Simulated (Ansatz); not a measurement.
The cluster Sn4Cl4. Total charge 0; triplet. Geometry PBE0-D4/def2-SVP, that of the neutral singlet.

```xyz
8

Sn   -1.523    1.543   -0.692
Sn   -0.424   -1.412   -1.005
Sn   -1.205    0.016    1.927
Sn    1.496    1.332   -1.074
Cl   -1.592   -2.469    1.289
Cl    0.064    2.565    1.179
Cl    1.836   -0.810   -2.503
Cl    1.348   -0.765    0.880
```

In the def2 sets Sn takes a core potential; there is no spin–orbit coupling. At PBE0-D4/def2-SVP a singlet of charge 0 lies 1.42 eV below the triplet at the same geometry. The structure comes from a short search, and lower isomers may exist.

(1) Estimate the α-spin orbital energies around the gap (eV) in Ansatz with PBE-D4/def2-SVP, r2SCAN-D4/def2-SVP, PBE0-D4/def2-SVP.

Answers

(1) 
```tsv
orbital	PBE-D4/def2-SVP	r2SCAN-D4/def2-SVP	PBE0-D4/def2-SVP
HOMO−5	-7.24	-7.64	-8.44
HOMO−4	-6.94	-7.33	-8.13
HOMO−3	-6.89	-7.24	-8.02
HOMO−2	-5.57	-6.01	-6.59
HOMO−1	-5.38	-5.69	-6.29
HOMO	-3.66	-3.94	-4.40
LUMO	-3.14	-3.17	-2.62
LUMO+1	-3.03	-3.04	-2.45
LUMO+2	-1.98	-1.92	-1.37
LUMO+3	-1.95	-1.89	-1.34
LUMO+4	-1.87	-1.76	-1.25
LUMO+5	-1.56	-1.49	-1.01
β HOMO	-5.12	-5.36	-5.89
β LUMO	-4.83	-4.84	-4.35
```
